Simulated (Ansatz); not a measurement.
A geometry relaxed with PBE0-D4/def2-TZVP in Ansatz (a first-principles code), charge 0, multiplicity 1:

```xyz
10

C     -1.3269     0.7153     0.0567
O     -0.7303    -1.2625     1.2488
Si     1.3882    -0.5788    -0.1849
Cl     1.9039     0.9235    -1.4972
H     -1.4511     0.7029    -1.0308
H     -0.8681     1.6794     0.2982
H      2.3041    -0.5297     0.9766
H      1.4867    -1.8773    -0.8884
C     -0.4126    -0.3925     0.4700
H     -2.2939     0.6198     0.5510
```

Question: Write the SMILES of this molecule.

Answer: `CC(=O)[SiH2]Cl`
